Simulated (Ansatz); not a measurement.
Cost and result for the atomization energy of `O[Si]([S])(Cl)Cl` radical (6 atoms, 5 bonds).

The species carries charge 0 and has multiplicity 2. The structure was optimised at the PBE0-D4/def2-TZVP level. It is one conformer, not always the lowest. Program: Ansatz. All runs use 4 threads of an Arm Neoverse V2 on a shared host. Times are those of one run each, without the atoms' runs, and a repeat can differ threefold. Electronic energies, without spin–orbit coupling; frozen cores. CCSD(T)/CBS adds CCSD(T) − MP2 in def2-TZVPP to the MP2 limit, and its time is that of the two runs behind it. T1 = 0.012; ⟨S²⟩ of the reference is 0.76. B3LYP takes the VWN-RPA correlation (the form of Gaussian; ORCA's B3LYP/G). HSE06 is the plane-wave form, built on full-range PBE exchange.

CCSD(T)/CBS is a level of theory with its own doubt, some kJ/mol a heavy atom from the limit and from the frozen cores, so smaller differences don't rank the functionals.

| level | functions | wall time |
| --- | --- | --- |
| LDA (SPW92)/def2-TZVPP | 213 | 3.7 s |
| revPBE-D4/def2-TZVPP | 213 | 6 s |
| BLYP-D4/def2-TZVPP | 213 | 7.5 s |
| CCSD(T)/def2-SVP | 91 | 9 s |
| HSE06-D4/def2-TZVPP | 213 | 16 s |
| CAM-B3LYP-D4/def2-TZVPP | 213 | 18 s |
| B3LYP-D4/def2-TZVPP (with forces) | 213 | 21 s |
| r2SCAN-D4/def2-TZVPP (with forces) | 213 | 25 s |
| r2SCANh-D4/def2-TZVPP | 213 | 26 s |
| MP2/def2-QZVPP | 367 | 47 s |
| ωB97M-V/def2-TZVPP (with forces) | 213 | 50 s |
| CCSD(T)/def2-TZVPP | 213 | 4.9 min |
| CCSD(T)/CBS(def2) | – | 5.6 min |

(1) What atomization energy does each give, and how far from CCSD(T)/CBS? (Estimate.)

Results:

(1) The calculation gave: 
```json
{"level": "LDA (SPW92)/def2-TZVPP", "atomization (kJ/mol)": "2383.5", "difference from CCSD(T)/CBS": "335.7", "per bond": "67.1"}
{"level": "revPBE-D4/def2-TZVPP", "atomization (kJ/mol)": "2029.2", "difference from CCSD(T)/CBS": "-18.6", "per bond": "-3.7"}
{"level": "BLYP-D4/def2-TZVPP", "atomization (kJ/mol)": "2016.0", "difference from CCSD(T)/CBS": "-31.8", "per bond": "-6.4"}
{"level": "CCSD(T)/def2-SVP", "atomization (kJ/mol)": "1810.1", "difference from CCSD(T)/CBS": "-237.7", "per bond": "-47.6"}
{"level": "HSE06-D4/def2-TZVPP", "atomization (kJ/mol)": "2044.2", "difference from CCSD(T)/CBS": "-3.6", "per bond": "-0.7"}
{"level": "CAM-B3LYP-D4/def2-TZVPP", "atomization (kJ/mol)": "2020.8", "difference from CCSD(T)/CBS": "-27.0", "per bond": "-5.4"}
{"level": "B3LYP-D4/def2-TZVPP (with forces)", "atomization (kJ/mol)": "2011.0", "difference from CCSD(T)/CBS": "-36.8", "per bond": "-7.4"}
{"level": "r2SCAN-D4/def2-TZVPP (with forces)", "atomization (kJ/mol)": "2072.2", "difference from CCSD(T)/CBS": "24.4", "per bond": "4.9"}
{"level": "r2SCANh-D4/def2-TZVPP", "atomization (kJ/mol)": "2050.8", "difference from CCSD(T)/CBS": "3.0", "per bond": "0.6"}
{"level": "MP2/def2-QZVPP", "atomization (kJ/mol)": "2105.8", "difference from CCSD(T)/CBS": "58.0", "per bond": "11.6"}
{"level": "ωB97M-V/def2-TZVPP (with forces)", "atomization (kJ/mol)": "2062.3", "difference from CCSD(T)/CBS": "14.5", "per bond": "2.9"}
{"level": "CCSD(T)/def2-TZVPP", "atomization (kJ/mol)": "1961.0", "difference from CCSD(T)/CBS": "-86.8", "per bond": "-17.4"}
{"level": "CCSD(T)/CBS(def2)", "atomization (kJ/mol)": "2047.8", "difference from CCSD(T)/CBS": "0.0", "per bond": "0.0"}
```

The D4 term adds +40.1 kJ/mol with B3LYP and +20.7 kJ/mol with PBE0; it sums over pairs of atoms, weighted by their polarisabilities, and B3LYP, whose exchange is more repulsive, gets the larger term. In def2-TZVPP, CCSD(T) changes the Hartree–Fock value by +526.1 kJ/mol (the triples alone add +46.7 kJ/mol) and MP2 by +619.4 kJ/mol; breaking electron pairs costs correlation energy, which Hartree–Fock lacks. At CCSD(T), def2-SVP lies −237.8 kJ/mol from the extrapolated value and def2-TZVPP −86.8 kJ/mol: correlation converges slowly with the basis, and small sets miss more of it in the bonded molecule than in its fragments.
